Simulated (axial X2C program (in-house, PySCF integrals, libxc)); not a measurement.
## NdF: a free-ion multiplet in an axial field

Calculated with an axial X2C code built on PySCF integrals: two-component X2C with atomic mean-field Coulomb and Gaunt terms, basis Nd dyall-v3z, F dyall-av3z (cores contracted in-house). Orbitals come from Hartree–Fock averaged over the configuration Nd f3 s2; CI then distributes these electrons over the f, s shells of Nd.

R = 2.018 Å.

(1) Which level do Hund's rules give for f3, how many Ω levels does it split into, and what is its Landé factor?

The computed levels compare thus:

```tsv
Ω	energy (cm⁻¹)	g∥ computed	2gJΩ
9/2	0	6.32	6.55
5/2	601	3.61	3.64
7/2	615	5.15	5.09
3/2	669	1.99	2.18
1/2	790	0.60	0.73
```

The 5 lowest levels are just these Ω; they span 790 cm⁻¹, the lowest has Ω = 9/2, and the next level lies at 1795 cm⁻¹. Departures of g∥ from 2gJΩ come from intermediate coupling and from mixing with the higher-lying level J + 1 of the term. The computed g∥ is the magnitude of 2⟨Lz + ge Sz⟩.

Dynamic correlation is missing, so gaps between terms are too wide and other configurations may lie lower; the lowest level listed is that of this model, not necessarily the ground state. At most 4 roots were kept for each Ω > 0 (twice that for Ω = 0) within 2.2 eV of the lowest, so higher up levels can be missing between those listed; levels with Ω > 0 are doubly degenerate and listed once, Ω = 0 levels singly.

## Answers

(1) S = 3/2, L = 6, J = 9/2 (4I9/2). It gives Ω = 1/2 to 9/2, 5 levels. gJ = 3/2 + [S(S+1) − L(L+1)]/[2J(J+1)] = 0.727, so g∥ = 2gJΩ.
